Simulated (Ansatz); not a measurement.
Job for Ansatz (an electronic-structure program): R-CCSD(T)/aug-cc-pVDZ on CH4O2 (a complex), monomers drawn apart or pushed together.

Ansatz 0.2 input:
```yaml
crystal:
  periodic: [false, false, false]
  atoms:
    - {symbol: O, position_ang: [-0.15034444, 0.43763072, -0.11457981]}
    - {symbol: H, position_ang: [0.49207440, 0.16848233, -0.77929745]}
    - {symbol: H, position_ang: [-0.52355021, -0.38205229, 0.22990852]}
    - {symbol: C, position_ang: [0.00458516, 0.60717001, 2.41879472]}
    - {symbol: O, position_ang: [-0.39931194, -0.51337109, 2.57949786]}
    - {symbol: H, position_ang: [1.08408615, 0.84710345, 2.41999051]}
    - {symbol: H, position_ang: [-0.67750094, 1.46269446, 2.26739492]}
basis:
  gaussian:
    orbitals: aug-cc-pVDZ
magnetization: {spin_polarized: false}
correlation: {method: ccsd_t, electrons: outside_noble_gas}
scf: {lower_state_search: off}
```

Q: Predict the final total energy.

A: -190.5218 hartree (reference determinant -189.9270, T1 diagnostic 0.016).

Q: How many basis functions does it have, and what does it roughly cost on one machine?

A: 105 functions; very roughly 6 core-seconds.
